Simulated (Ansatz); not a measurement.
`NC(S)N[SiH3]` + H₂ → `NCN[SiH3]` + H₂S  (hydrogenolysis of a C–S bond)

Gas-phase electronic energies from Ansatz, PBE0-D4/def2-TZVP geometries. CCSD(T)/CBS is the MP2 limit (def2-TZVPP, def2-QZVPP) plus CCSD(T) − MP2 in def2-TZVPP, frozen cores. This one scheme is used for every species. Functionals use def2-TZVPP. Each species was taken in one conformer, which may not be the lowest.

CCSD(T)/CBS gives -51.8 kJ/mol.

Task: Another level gave -54.4 kJ/mol. Which?
A. CCSD(T)/def2-TZVPP
B. HF/def2-TZVPP
C. r2SCAN-D4/def2-TZVPP
D. PBE0/def2-TZVPP

Result: A. CCSD(T)/def2-TZVPP -54.4, HF/def2-TZVPP -85.5, r2SCAN-D4 -46.9, PBE0 -58.7 kJ/mol.

Largest T1 diagnostic among the species: 0.011.

The D4 term adds +14.6 kJ/mol with B3LYP and +7.8 kJ/mol with PBE0; it sums over pairs of atoms, weighted by their polarisabilities, and B3LYP, whose exchange is more repulsive, gets the larger term. From PBE to PBE0 (25 % exact exchange), in def2-TZVPP and without D4, ΔE moves by −6.9 kJ/mol.

B3LYP here is the variant with VWN-RPA as its local correlation; programs differ in this.
